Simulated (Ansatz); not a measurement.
The same path of C2H9ClNPSi (15 atoms, charge 0, multiplicity 1) was run twice with different band settings. The coordinate that changes most is the dihedral H9–C1–N2–C3.

Level of theory: RKS BHLYP/def2-SVP in Ansatz 0.2.0.

Relaxed end points:

```xyz
15
Properties=species:S:1:pos:R:3
C 0.184 -2.077 -0.796
N 1.063 -1.081 -0.239
C 0.831 0.284 -0.662
Si -0.716 1.152 0.011
P -0.670 1.065 2.268
Cl -0.708 3.098 -0.732
H 0.295 -2.101 -1.885
H -0.887 -1.933 -0.581
H 0.467 -3.064 -0.421
H 1.110 -1.155 0.765
H 0.798 0.321 -1.757
H 1.691 0.906 -0.385
H -1.985 0.531 -0.425
H 0.293 2.093 2.411
H -1.789 1.911 2.457
```

```xyz
15
Properties=species:S:1:pos:R:3
C 0.218 -1.894 -1.166
N 1.088 -0.888 -0.614
C 0.645 0.484 -0.745
Si -0.807 1.031 0.347
P -0.276 0.636 2.507
Cl -1.162 3.044 -0.052
H 0.667 -2.881 -1.028
H 0.108 -1.737 -2.244
H -0.797 -1.927 -0.736
H 1.342 -1.106 0.337
H 0.382 0.678 -1.792
H 1.480 1.162 -0.533
H -2.065 0.309 0.067
H 0.574 1.762 2.635
H -1.419 1.277 3.043
```

Common settings: spring 5.0 eV/Å²; optimiser quadratic models (default); start path IDPP; force threshold 0.05 eV/Å; end points relaxed.

| run | movable images | climbing image | iteration limit |
| --- | --- | --- | --- |
| 1 | 5 | yes | 41 |
| 2 | 8 | no | 26 |

Task: What does each run give, and how far can it be trusted?

Result: Run 1: converged after 7 iterations, highest image 0.108 eV above the first end. A vibrational analysis at the climbing image gives one clearly imaginary mode, 224i cm⁻¹: a first-order saddle point.
Run 2: converged after 6 iterations, highest image 0.106 eV above the first end. No image climbed, so the highest image needn't sit at the top of the path.
